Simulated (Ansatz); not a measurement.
C3H10AlN can be A, `C[CH2][AlH][CH2]N`, or B, `C[CH]([AlH2])CN`.

Program: Ansatz. Geometries: PBE0-D4/def2-TZVP. ΔE: electronic, gas phase. CBS: MP2 limit from def2 TZ/QZ plus the TZ coupled-cluster correction, frozen cores. DFT in def2-TZVPP. B3LYP here is the variant with VWN-RPA as its local correlation; programs differ in this. Each species was taken in one conformer, which may not be the lowest.

Question: Which is lower in electronic energy at CCSD(T)/CBS, and by how much? (An estimate is asked.)

Answer: Computed: A, by 5.6 kcal/mol.

Question: Give E(B) − E(A) in kcal/mol with CCSD/def2-TZVPP, B3LYP, r2SCAN-D4, B2PLYP, PBE0-D4, B3LYP-D4, HF/def2-TZVPP. (An estimate is asked.)

Answer: Ansatz gave: CCSD/def2-TZVPP 5.3, B3LYP 7.5, r2SCAN-D4 6.6, B2PLYP 6.6, PBE0-D4 6.2, B3LYP-D4 6.6, HF/def2-TZVPP 5.3. None reverses the order clearly.

Largest T1 diagnostic: 0.009.

The D4 term adds −0.9 kcal/mol with B3LYP and −0.4 kcal/mol with PBE0; it sums over pairs of atoms, weighted by their polarisabilities, and B3LYP, whose exchange is more repulsive, gets the larger term.
